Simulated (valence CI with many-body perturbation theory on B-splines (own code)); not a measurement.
Results of a calculation; reference values are marked as such.
**Run record, Zn²⁴⁺**

Level of theory: valence CI with perturbative core correlation (CI+MBPT): four valence electrons over a frozen Dirac-Fock core [He], radial functions for each j: 6 s, 6 p, 5 d, 3 f, 1 g, with the one-electron correlation potential Σ1 (screened to all orders), the two-electron term Σ2, the three-electron term Σ3, Breit, model QED; selected single and double excitations, second order for the rest, scaled by the run's own slope (own B-spline code, finite nucleus).

Command, and the settings that its task file holds:

```sh
python run_cv.py task.json out
```

```
atom Zn  Z=30  mass_number=64  rms_radius_fm=3.9283
core [He]
valence 2s2 2p2
avg = 1
basis = S
breit = 1
cap = 20000
capref = 1200
cscale = 1
de = 0.0
dress = 0
eps = 2e-08
extrap = 1
h = 0.27
hh = 1
l2 = 3
lcore = 6
maxit = 60
n2 = 5
natural = 1
nlev = 30
nno = [3, 3, 3, 2, 1]
nroot = 26
nsp = [3, 3, 2, 1, 0]
pt2 = 1
qed = 1
rpa = 1
s1 = 1
s2 = 1
s3 = 1
screen = 1
tol = 2e-05
whole = 1
```

It took 23 s on 1 thread of Arm Neoverse V1, with other jobs on the host.

Log. The first blocks belong to the next ion, which gives the ionisation energy. Fields: 2J, parity (1 odd), roots, reference size, generating configurations, candidates as configurations/state functions, variational space P, stored matrix elements, Davidson steps; e2 is the range of second-order energies in hartree. The first line gives the box (bohr), its intervals, the orbitals and the steps of their self-consistent field. Window is the range of levels sought, series limit the energy at which the first omitted orbital would enter, core excitation an estimate of the first excitation out of the core, left out the lowest levels not solved, and shifts from estimates the range by which levels moved from their first estimate, all in cm⁻¹.

```
rmax 2.3 intervals 57 orbitals 36 references ['2s2 2p2', '2s 2p3', '2p4'] scf 4 t 0.4
2J=1 par=1 roots 2 ref 40 generators 2 cand 617/879 P 649/919 nnz 0 it 0
2J=1 par=1 roots 2 ref 40 generators 4 cand 193/265 P 842/1184 nnz 0 it 0
   second order: generators 11 cand 1047/1532 e2 -0.00002 -0.00000
reference levels 486, estimated 406, window 11194510 1/cm; series limit 14471189, core excitation 70986850
2J=0 par=0 roots 8 ref 32 generators 15 cand 952/1493 P 2678/3986 nnz 1.1e+06 it 5
2J=0 par=0 roots 8 ref 32 generators 23 cand 1055/1831 P 3733/5817 nnz 2.1e+06 it 5
   second order: generators 45 cand 6014/10684 e2 -0.00004 -0.00001
2J=2 par=0 roots 11 ref 67 generators 20 cand 483/1457 P 1726/5113 nnz 2.4e+06 it 9
2J=2 par=0 roots 11 ref 67 generators 23 cand 2566/10150 P 4292/15263 nnz 1.6e+07 it 9
   second order: generators 46 cand 6703/26561 e2 -0.00004 -0.00001
2J=4 par=0 roots 12 ref 73 generators 21 cand 454/1464 P 1577/5165 nnz 2.6e+06 it 9
2J=4 par=0 roots 12 ref 73 generators 24 cand 2742/13482 P 4319/18647 nnz 2.4e+07 it 8
   second order: generators 48 cand 6671/35758 e2 -0.00007 -0.00001
2J=4 par=1 roots 14 ref 71 generators 22 cand 391/1362 P 1454/4906 nnz 2.5e+06 it 7
2J=4 par=1 roots 14 ref 71 generators 23 cand 2915/14593 P 4369/19499 nnz 2.6e+07 it 7
   second order: generators 60 cand 8896/47092 e2 -0.00004 -0.00000
2J=2 par=1 roots 14 ref 66 generators 22 cand 503/1459 P 1760/5165 nnz 2.5e+06 it 8
2J=2 par=1 roots 14 ref 66 generators 27 cand 2602/10283 P 4362/15448 nnz 1.6e+07 it 11
   second order: generators 62 cand 8792/36868 e2 -0.00004 -0.00001
2J=6 par=1 roots 7 ref 48 generators 14 cand 408/1315 P 1408/4628 nnz 2.2e+06 it 7
2J=6 par=1 roots 7 ref 48 generators 15 cand 2487/13037 P 3895/17665 nnz 2.3e+07 it 10
   second order: generators 43 cand 7199/44887 e2 -0.00005 -0.00001
2J=0 par=1 roots 6 ref 25 generators 12 cand 1025/1640 P 2726/4195 nnz 1.2e+06 it 5
2J=0 par=1 roots 6 ref 25 generators 14 cand 1362/2370 P 4088/6565 nnz 2.7e+06 it 6
   second order: generators 37 cand 5954/10346 e2 -0.00002 -0.00000
2J=6 par=0 roots 4 ref 46 generators 11 cand 415/1273 P 1316/4249 nnz 1.8e+06 it 5
2J=6 par=0 roots 4 ref 46 generators 13 cand 2626/13232 P 3942/17481 nnz 2.2e+07 it 6
   second order: generators 23 cand 4376/28031 e2 -0.00004 -0.00001
2J=8 par=1 roots 3 ref 24 generators 6 cand 574/1868 P 1414/4419 nnz 1.9e+06 it 4
2J=8 par=1 roots 3 ref 24 generators 6 cand 1907/9328 P 3321/13747 nnz 1.5e+07 it 5
   second order: generators 21 cand 5151/33199 e2 -0.00004 -0.00001
2J=8 par=0 roots 1 ref 19 generators 4 cand 378/1466 P 1318/4012 nnz 1.6e+06 it 4
2J=8 par=0 roots 1 ref 19 generators 4 cand 1102/6287 P 2420/10299 nnz 1.1e+07 it 5
   second order: generators 8 cand 2965/16388 e2 -0.00002 -0.00002
2J=10 par=0 roots 1 ref 5 generators 2 cand 363/1814 P 1531/4992 nnz 2.4e+06 it 3
2J=10 par=0 roots 1 ref 5 generators 2 cand 664/3059 P 2195/8051 nnz 6.4e+06 it 4
   second order: generators 7 cand 2710/14250 e2 -0.00001 -0.00001
left out: unestimated 15484492, estimated 11854733, shifts from estimates -6 to 115
operators 0.1
```

The Davidson iterations converged.

No measured spectrum was set against this ion. As an estimate, levels of excited configurations hold to 0.05 to 0.15 % of their energy, terms of the ground configuration to about 0.5 %.

- Valence energy: -378.7619 hartree
- Ionisation energy: 2361.4 eV (NIST: 2358 ± 1.6 eV (semi-empirical))
- Reference configurations for the orbitals: 2s2 2p2, 2s 2p3, 2p4
- Radial orbitals: 36
- Box radius: 2.335 bohr
- Largest variational space: 19499
- Lowest levels: 2s2 2p2 3P_0 0, 2s2 2p2 3P_1 157590, 2s2 2p2 3P_2 218090, 2s2 2p2 1D_2 429230, 2s2 2p2 1S_0 582640, 2s 2p3 5S°_2 703300, 2s 2p3 3D°_1 1026600, 2s 2p3 3D°_2 1043100, 2s 2p3 3D°_3 1103300, 2s 2p3 3P°_0 1238200, 2s 2p3 3P°_1 1258600, 2s 2p3 3P°_2 1295100, 2s 2p3 3S°_1 1429000, 2s 2p3 1D°_2 1515900 cm⁻¹

Names give the largest LS component (configuration and term), which can be under half, so a name can repeat, a term be missing and a line seem to break the LS rules; names also repeat where a configuration has a term twice.
